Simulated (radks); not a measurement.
Q: The mean radii <r> (bohr) of the occupied orbitals of an atom or ion are listed with their occupations. Calculated with a radial shooting solver on a logarithmic mesh with Libxc functionals: Dirac Kohn-Sham, BLYP, spin-unpolarised, spherical densities, finite nucleus; Fermi nuclear charge, rms radius of each element as measured or else 0.836 A^(1/3) + 0.57 fm.

orbital  occ.      <r>
1s1/2       2  0.01687
2s1/2       2  0.07048
2p1/2       2  0.05799
2p3/2       4  0.06655
3s1/2       2   0.1828
3p1/2       2   0.1730
3p3/2       4   0.1884
3d3/2       4   0.1641
3d5/2       6   0.1688
4s1/2       2   0.3881
4p1/2       2   0.3869
4p3/2       4   0.4137
4d3/2       4   0.4086
4d5/2       6   0.4164
4f5/2       3   0.3946

Name the element and its charge. Open shells, if any, fill j = l - 1/2 first.

A: Z = 79, gold, charge +30: Au30+ in [Kr] 4d10 4f3. The 1s radius gives Z: for a bare nucleus <r> = (2 gamma + 1)/(2Z) with gamma = sqrt(1 - (Z/c)^2), 0.01667 bohr for Z = 79, and screening makes it slightly larger (0.01687 here). The occupations add up to 49, and the charge is Z minus that.
